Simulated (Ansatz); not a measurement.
Cartesian coordinates in Å:
```
C -1.8716 1.0158 -2.1322
C -0.9517 0.8657 -1.3564
Si 0.4170 0.5972 -0.1654
C 0.1079 -0.9538 0.8190
H 0.4842 1.7920 0.7138
H 1.6760 0.5006 -0.9467
H 0.9201 -1.1177 1.5314
H -0.8282 -0.8772 1.3756
H 0.0463 -1.8226 0.1608
```

Total charge 0; spin multiplicity 2.

(1) List the r2SCAN/def2-TZVPP orbital energies in eV (Ansatz). (Best estimate.)

Answers

(1) Computed: α occupied: -1791.35, -274.84, -273.26, -272.94, -141.78, -96.67, -96.62, -96.61, -20.00, -18.51, -14.32, -11.28, -10.71, -10.50, -9.32, -8.89, -8.76, -7.61, -7.60. α empty: -1.02, -0.92, 0.89, 1.26, 1.96, 2.29, 2.56, 3.19. β occupied: -1791.34, -274.21, -273.28, -272.95, -141.77, -96.66, -96.62, -96.60, -19.45, -18.48, -14.11, -10.99, -10.71, -9.95, -8.89, -8.75, -7.22, -7.22. β empty: -5.23, -0.37, -0.21, 0.92, 1.37, 1.96, 2.34, 2.56. ⟨S²⟩ = 0.796.
